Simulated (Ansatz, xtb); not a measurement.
## Two isomers of C4H7BO2

Structure X is `B[C@@]1(C=O)CCO1`, a singlet and structure Y is `B[C@@H]1CO[C@H]1C=O`, a singlet. Both are isolated molecules in the gas phase, relaxed with r2SCAN-D4/def2-SVP; the shapes shown needn't be the lowest conformers.

X (Å):

```xyz
14

C    -1.5347    1.0541    1.2398
C    -0.0543    1.0019    1.4599
C    -2.0255    0.5613   -0.1747
C    -2.3973    2.0424   -0.3491
B    -2.4674    0.0204    1.9051
O     0.6485    0.0669    1.1617
O    -2.0175    2.3926    0.9905
H    -3.6106    0.3233    2.1344
H    -2.0457   -1.0979    2.0517
H     0.3460    1.9356    1.9421
H    -1.2192    0.1196   -0.7776
H    -2.8870   -0.1377   -0.1763
H    -3.4646    2.2438   -0.5432
H    -1.7853    2.5701   -1.1042
```

Y (Å):

```xyz
14

C    -1.1862    0.4653    1.2091
C    -1.1484   -0.6262    2.3000
C    -0.1564   -0.4564    0.4801
C    -0.6177   -0.9243   -0.8770
B    -0.9261    1.9761    1.4504
O    -0.2845   -1.4524    1.4986
O    -0.3329   -0.3717   -1.9097
H    -0.4025    2.6465    0.5933
H    -1.2991    2.4998    2.4750
H    -2.1616    0.4667    0.6701
H    -0.6622   -0.3230    3.2464
H    -2.1039   -1.1267    2.5359
H     0.8669   -0.0398    0.4021
H    -1.3040   -1.8181   -0.8293
```

Q: Estimate which is lower in electronic energy at CCSD(T)/def2-SVP + ΔMP2/def2-TZVPP, and by roughly how much.

A: Too close to call at this level: CCSD(T)/def2-SVP + ΔMP2/def2-TZVPP gives E(Y) − E(X) = +4.69 kJ/mol.

The same difference at several levels:

```csv
level,geometry,E(Y) − E(X) (kJ/mol),departure from the last row (kJ/mol),"job, with rough time for the two"
r2SCAN-D4/def2-SVP,r2SCAN-D4/def2-SVP,+11.23,+6.54,"optimisation, 2.4 min"
HF/def2-SVP,r2SCAN-D4/def2-SVP,−15.92,−20.61,part of the CCSD(T) run
MP2/def2-SVP,r2SCAN-D4/def2-SVP,+8.67,+3.98,part of the CCSD(T) run
CCSD(T)/def2-SVP,r2SCAN-D4/def2-SVP,+4.42,−0.27,single point
CCSD(T)/def2-SVP + ΔMP2/def2-TZVPP,r2SCAN-D4/def2-SVP,+4.69,,"single point, 1.9 min"
```

As drawn, both hold the same kinds of bond in the same numbers.

HF/def2-SVP puts the two in the other order. The largest departure from CCSD(T)/def2-SVP + ΔMP2/def2-TZVPP is that of HF/def2-SVP, 20.61 kJ/mol. Levels run at GFN2-xTB geometries aren't shown. The last row adds to CCSD(T) the change of the MP2 difference between the two basis sets, here +0.27 kJ/mol.

With thermal terms from frequencies at re-optimised GFN2-xTB minima (ideal gas, soft modes damped towards free rotors, one conformer each, 298.15 K, 1 atm): the zero-point term adds −1.22 kJ/mol; ΔH is +3.65 and ΔG +2.03 kJ/mol.

The correlated steps freeze 7 core orbitals. Programs: Ansatz 0.2.0, xtb 6.7.1; the last row on 2 threads of Arm Neoverse V2 on a shared host.
